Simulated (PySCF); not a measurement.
C3H4NS2Si (doublet state).
Structure used (GFN2-xTB), in Å, numbered top down from 1:
```xyz
11
C3H4NS2Si angstrom
N     -1.0736    2.0333   -1.4414
C     -1.1352    1.2036   -0.6563
C     -1.1549    0.1185    0.2861
C     -0.8001   -1.1454   -0.3352
S      0.7724   -1.4129   -0.9311
Si     1.7871    0.0492    0.3640
S      0.1666    0.6352    1.6038
H     -2.1042    0.0857    0.8227
H     -1.4874   -1.9686   -0.3742
H      2.2809    1.1001   -0.5051
H      2.7537   -0.6959    1.1407
```

Identity: `N#C[C@H]1[CH]S[SiH2]S1` [radical].

Level of theory: UKS B3LYP, pcH-1 on C H N S Si, non-relativistic, mean-field spin-orbit, GIAO (PySCF 2.14.0). Isolated species at its GFN2-xTB geometry (one conformer only). Couplings are sensitive to structure, and on GFN2-xTB geometries they can be far from those on DFT ones. The SCF solution wasn't tested for stability.

Largest spin populations (Mulliken): C4 (+0.75), S5 (+0.17) and S7 (+0.10). The angles at C4 add up to 359.9°, so it is planar; its axial dipolar tensor and the negative coupling of its proton fit spin in a p orbital normal to that plane.

(1) McConnell's relation a(H) = Q·ρ ties the coupling of a proton on a planar π carbon to the spin population of that carbon. What Q do the computed values give?

Answers

(1) 
| H | C | ρ(C) | a(H) (G) | a/ρ (G) |
| --- | --- | --- | --- | --- |
| H9 | C4 | +0.750 | -15.83 | -21.1 |

One proton gives one ratio, Q = -21.1 G, and no test of linearity. In every row coupling and population have opposite signs.

Couplings in gauss use g_iso = 2.0054.
